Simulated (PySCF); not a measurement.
Isomers of C6H13GeN, from PBE0-D3(BJ)/def2-SVP geometry optimisation, gas phase (PySCF 2.14.0). One conformer each, no zero-point energy, no frequencies.

Question: Which is lower in electronic energy at this level?
A. `[CH3:1][N:2]([CH3:3])[GeH:4]1[CH2:5][CH:6]=[CH:7][CH2:8]1` with C1–N2–Ge4–C5 -98°: A = 2655, B = 1074, C = 1032 MHz, dipole 0.32 D
B. `[CH3:1][NH:2][Ge@@H:3]1[CH2:4][CH:5]=[C:6]([CH3:7])[CH2:8]1` with C1–N2–Ge3–C4 -179°, N2–Ge3–C4–C5 -112°, Ge3–C4–C5–C6 -6°, C5–C6–C8–Ge3 7°, N2–Ge3–C8–C6 106°: A = 2872, B = 916.1, C = 806.9 MHz, dipole 0.96 D

Answer: B. That is `C[NH][Ge@@H]1[CH2]C=C(C)[CH2]1`, 8.5 kcal/mol below the other.

```tsv
SMILES	mapped SMILES	E (Eh)	relative (kcal/mol)	relative (kJ/mol)	dipole (D)
C[NH][Ge@@H]1[CH2]C=C(C)[CH2]1	[CH3:1][NH:2][Ge@@H:3]1[CH2:4][CH:5]=[C:6]([CH3:7])[CH2:8]1	-2367.14794	0.0	0.0	0.96
C[N](C)[GeH]1[CH2]C=C[CH2]1	[CH3:1][N:2]([CH3:3])[GeH:4]1[CH2:5][CH:6]=[CH:7][CH2:8]1	-2367.13436	8.5	35.7	0.32
```

As drawn, the lower has an N–H bond, which the higher lacks.
